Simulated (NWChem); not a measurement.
Molecule: LaBrCl2; SMILES [Cl][La]([Cl])[Br]

```xyz
4

La    -0.1406     0.4179     0.0000
Cl     0.1696     1.7085     2.2366
Cl     0.1696     1.7085    -2.2366
Br     0.0642    -2.3403     0.0000
```
Atoms are numbered in this order, from 1.

The geometry was optimised at PBE0/def2-SVP. No frequency run checked for a minimum. def2 effective core potentials on La; no spin-orbit coupling.

Symmetry labels are those of Cs in the frame above (b1 and b2, or b-type labels, depend on it).

### Question
List the 4 lowest vertical singlet excitations from PBE0/def2-SVPD with def2 effective core potentials on La, TDA (NWChem).

### Answer
| state | energy (eV) | oscillator strength | symmetry | leading excitation (squared amplitude) |
|---|---|---|---|---|
| S1 | 4.38 | 0.004 | a" | HOMO → LUMO (1.00) |
| S2 | 4.54 | 0.020 | a' | HOMO−1 → LUMO (0.99) |
| S3 | 4.70 | 0.003 | a' | HOMO−2 → LUMO (0.99) |
| S4 | 4.93 | 0.002 | a" | HOMO−3 → LUMO (0.99) |
